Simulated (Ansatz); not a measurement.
`Cl[SiH2]Br` → `ClBr` + `[SiH2]` at 700 K and 1 bar (silylene formation by 1,1-elimination).

Program: Ansatz. Geometries: PBE0-D4/def2-TZVP. ΔE: electronic, gas phase. CBS: MP2 limit from def2 TZ/QZ plus the TZ coupled-cluster correction, frozen cores. This one scheme is used for every species. For Br outer-core shells are correlated without core-valence functions, which leaves a few kJ/mol of doubt a bond. Scalar relativity is left out up to krypton.

```
     species  CCSD(T)/CBS energy (Eh)  H − E (kJ/mol)  S (J/(mol·K))
`Cl[SiH2]Br`              -3323.46904            97.6          369.7
      `ClBr`              -3033.06727            26.6          270.4
    `[SiH2]`               -290.19011            56.3          240.4
```

H − E and S are ideal-gas, rigid-rotor, harmonic terms from PBE0-D4/def2-TZVP. 1 Eh = 2625.50 kJ/mol, R = 8.31446 J/(mol·K).

Question: By hand: ΔE, ΔH, ΔS and ΔG.

Answer: ΔE = (-3033.06727) + (-290.19011) − (-3323.46904) = 0.21166 Eh = 555.7 kJ/mol. Δ(H − E) = 26.6 + 56.3 − 97.6 = -14.7, so ΔH = 541.0 kJ/mol. ΔS = 270.4 + 240.4 − 369.7 = 141.1 J/(mol·K). ΔG = 541.0 − 700 × (141.1)/1000 = 442.2 kJ/mol.

Question: By hand: the equilibrium constant, and the temperature at which ΔG would vanish if ΔH and ΔS stayed fixed.

Answer: log₁₀ K = −ΔG/(RT ln 10) = -33.0. ΔG = 0 at ΔH/ΔS = 3834 K, far beyond where these terms or the molecules hold.

The number of gas molecules changes by +1, which sets the sign of ΔS. A doubt of 5 kJ/mol in ΔE shifts log₁₀ K by 0.4 here. These are equilibria of isolated gas molecules and say nothing of rates. Largest T1 diagnostic: 0.014 (customary marks: 0.02 for closed shells, 0.045 for open ones).
